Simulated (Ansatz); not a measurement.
Program: Ansatz 0.2.0.

A structure relaxed at PBE0-D4/def2-TZVP, charge 0, multiplicity 1:

```tsv
atom	x (Å)	y (Å)	z (Å)
F1	-0.267	-0.988	-2.178
C2	-0.222	-0.504	-0.960
C3	-0.864	-0.787	0.170
C4	-0.006	0.178	0.940
F5	-0.682	1.188	1.583
C6	0.635	0.587	-0.413
F7	1.989	0.413	-0.524
H8	-1.677	-1.437	0.458
H9	0.711	-0.254	1.641
H10	0.384	1.606	-0.717
```

Give its formula and SMILES.

C4H3F3, `FC1=C[C@H](F)[C@H]1F`.

Summarise the bond lengths by kind.

3 × C–F 1.311 to 1.375 Å; 4 × C–C 1.330 to 1.552 Å; 3 × C–H 1.080 to 1.092 Å.
